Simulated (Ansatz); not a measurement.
A single point on `C[C](=S)[ZnH]`.

```yaml
crystal:
  periodic: [false, false, false]
  atoms:
    - {symbol: C, position_ang: [0.157845, 1.211035, -0.246330]}
    - {symbol: C, position_ang: [0.320093, -0.230528, 0.044792]}
    - {symbol: S, position_ang: [1.775464, -0.957645, 0.183259]}
    - {symbol: Zn, position_ang: [-0.856305, -1.743387, 0.358568]}
    - {symbol: H, position_ang: [-0.435715, 1.335989, -1.159195]}
    - {symbol: H, position_ang: [-0.428282, 1.682472, 0.550789]}
    - {symbol: H, position_ang: [1.114600, 1.729068, -0.355588]}
    - {symbol: H, position_ang: [-1.647700, -3.026994, 0.623694]}
basis:
  gaussian: {orbitals: def2-QZVPP}
correlation: {method: mp2, frozen_orbitals: {C: 1, H: 0, S: 5, Zn: 9}}
```

```sh
$ ansatz run in.yaml --threads 4 --pin off --events-out ev --progress --plain --max-ram 10444MiB
```

Shortened log:

```
Functional definition: HF
2506 factors; integrals over basis functions are off by at most 8.2e-4 eV
mean field evaluation 1: about -61316.4898 eV, gradient 2.9e1 eV
mean field evaluation 2: about -61316.7174 eV, gradient 2.9e1 eV
mean field evaluation 4: about -61319.2983 eV, gradient 6.7e0 eV
mean field evaluation 8: about -61319.3814 eV, gradient 5.4e-1 eV
mean field evaluation 16: about -61319.3826 eV, gradient 2.1e-6 eV
mean field -61319.38259654 eV, -2253.4457466524 hartree, gradient 2.1e-6 eV, S^2 0.000000; 1 other end points of the search recorded, 0 dependent functions left out; unrestricted orbitals would lower it
16 core orbitals not correlated: weight in the atoms' cores, before any rotation towards them, 1.000 or more for the frozen orbitals, at most 0.000 for the correlated occupied ones
reference -61319.38259654 eV, -2253.4457466524 hartree; 15, 15 occupied and 373, 373 virtual orbitals, 2506 factors
second order -29.65517388 eV of doubles, -0.00000000 eV of singles
Total energy: -61349.03777041 eV, -2254.5355541914 hartree
```

It took 22 s on 4 threads of an Arm Neoverse V1 on a shared host, with 2 GiB of host memory at the peak.
